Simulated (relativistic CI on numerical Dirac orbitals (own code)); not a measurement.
# Line list: Forbidden lines, Dy XVIII

These numbers are calculated, not measured: Dirac-Coulomb-Breit CI, separate exchange-only KLI orbitals for each configuration, model QED (radiative potential, 1s self-energy scaled to tabulated hydrogen-like ionisation energies), unscaled Slater integrals (own radial code, finite nucleus).

Configurations in the expansion (outside the closed core [Ar] 3d10): 4s2 4p6 4d10 4f3, 4s2 4p6 4d10 4f2 5s, 4s2 4p6 4d10 4f 5s2, 4s2 4p6 4d10 4f 5s 5p, 4s2 4p6 4d10 4f2 5p, 4s2 4p6 4d10 4f 5p2, 4s2 4p6 4d9 4f4, 4s2 4p6 4d10 4f 5s 5d, 4s2 4p6 4d10 4f2 5d, 4s2 4p6 4d10 4f 5p 5d, 4s2 4p6 4d9 4f2 5s2, 4s2 4p6 4d10 4f 5d2, 4s2 4p6 4d10 4f2 5f, 4s2 4p6 4d10 4f2 6s, 4s2 4p6 4d9 4f2 5s 5p, 4s2 4p6 4d9 4f3 5s, 4s2 4p5 4d10 4f4, 4s2 4p6 4d10 4f2 6p, 4s2 4p6 4d9 4f2 5p2, 4s2 4p6 4d10 4f2 5g, 4s2 4p6 4d10 4f2 6d, 4s2 4p6 4d10 4f2 6f, 4s 4p6 4d10 4f4, 4s2 4p6 4d10 4f2 7s, 4s2 4p6 4d10 4f2 7p, 4s2 4p5 4d10 4f2 5s2, 4s2 4p6 4d8 4f3 5s2, 4s2 4p5 4d10 4f2 5s 5p, 4s2 4p5 4d10 4f3 5s, 4s 4p6 4d10 4f2 5s2. Levels of other configurations are missing.

```tsv
λ vac (Å)	Lower	Upper	Type	A (s⁻¹)	E lower (cm⁻¹)	E upper (cm⁻¹)
1509.8	4s2 4p6 4d10 4f3 4I°_9/2 [1]	4s2 4p6 4d10 4f3 2I°_11/2 [26]	M1	5.46e+00	0.0	66234.6
2673.8	4s2 4p6 4d10 4f3 4I°_11/2 [2]	4s2 4p6 4d10 4f3 2K°_13/2 [14]	M1	3.09e+01	6691.6	44092.2
2685.5	4s2 4p6 4d10 4f3 4I°_9/2 [1]	4s2 4p6 4d10 4f3 4F°_9/2 [10]	M1	6.12e+00	0.0	37236.8
2699.4	4s2 4p6 4d10 4f3 4I°_13/2 [3]	4s2 4p6 4d10 4f3 2K°_15/2 [18]	M1	2.57e+01	13339.8	50385.8
3093.3	4s2 4p6 4d10 4f3 4I°_11/2 [2]	4s2 4p6 4d10 4f3 2H°_11/2 [11]	M1	1.13e+01	6691.6	39019.5
3251.8	4s2 4p6 4d10 4f3 4I°_13/2 [3]	4s2 4p6 4d10 4f3 2K°_13/2 [14]	M1	1.36e+01	13339.8	44092.2
3273.8	4s2 4p6 4d10 4f3 4I°_11/2 [2]	4s2 4p6 4d10 4f3 4F°_9/2 [10]	M1	6.74e+00	6691.6	37236.8
3274.4	4s2 4p6 4d10 4f3 4I°_15/2 [4]	4s2 4p6 4d10 4f3 2K°_15/2 [18]	M1	3.26e+01	19845.8	50385.8
3589.9	4s2 4p6 4d10 4f3 4I°_9/2 [1]	4s2 4p6 4d10 4f3 2H°_9/2 [6]	M1	3.18e+01	0.0	27856.2
3894.1	4s2 4p6 4d10 4f3 4I°_13/2 [3]	4s2 4p6 4d10 4f3 2H°_11/2 [11]	M1	1.96e+01	13339.8	39019.5
4201.9	4s2 4p6 4d10 4f3 4F°_7/2 [8]	4s2 4p6 4d10 4f3 2D°_5/2 [22]	M1	2.52e+01	32834.1	56632.6
4724.9	4s2 4p6 4d10 4f3 4I°_11/2 [2]	4s2 4p6 4d10 4f3 2H°_9/2 [6]	M1	1.35e+01	6691.6	27856.2
4890.9	4s2 4p6 4d10 4f3 2H°_9/2 [6]	4s2 4p6 4d10 4f3 4G°_9/2 [16]	M1	1.00e+01	27856.2	48302.2
6169.6	4s2 4p6 4d10 4f3 4S°_3/2 [9]	4s2 4p6 4d10 4f3 2D°_3/2 [17]	M1	2.92e+01	33288.0	49496.5
6214.8	4s2 4p6 4d10 4f3 4F°_9/2 [10]	4s2 4p6 4d10 4f3 2G°_9/2 [19]	M1	2.69e+01	37236.8	53327.5
8957.9	4s2 4p6 4d10 4f3 2H°_9/2 [6]	4s2 4p6 4d10 4f3 2H°_11/2 [11]	M1	1.22e+01	27856.2	39019.5
10660.3	4s2 4p6 4d10 4f3 2H°_9/2 [6]	4s2 4p6 4d10 4f3 4F°_9/2 [10]	M1	1.06e+01	27856.2	37236.8
14944.1	4s2 4p6 4d10 4f3 4I°_9/2 [1]	4s2 4p6 4d10 4f3 4I°_11/2 [2]	M1	1.22e+01	0.0	6691.6
15041.6	4s2 4p6 4d10 4f3 4I°_11/2 [2]	4s2 4p6 4d10 4f3 4I°_13/2 [3]	M1	1.39e+01	6691.6	13339.8
15370.4	4s2 4p6 4d10 4f3 4I°_13/2 [3]	4s2 4p6 4d10 4f3 4I°_15/2 [4]	M1	8.68e+00	13339.8	19845.8
```

Terms are leading LS components. Brackets give the number of a level in order of energy, since labels repeat. The list gives strong lines, with weight on those to low levels, among the lowest 400 of 9645 levels, so that lines to higher ones, which can be the strongest, are missing. Levels whose partners in the same complex of configurations lie outside the list can be far off, and so can their lines. Rates are taken at the computed energies, electric ones in the length gauge.

At this charge transitions that keep the count of f electrons are usually good to a few per cent. Terms inside the open d or f shell come out 10 to 20 % too wide with unscaled integrals. Levels that differ in their count of f electrons can be misplaced by several ten thousand cm⁻¹, since the correlation energy of f electrons is missing or only estimated; rates across such gaps can be off by orders of magnitude.

LS names give the leading component of a level, which can be under half, so a name can repeat, a term be missing and a line seem to break the LS rules.
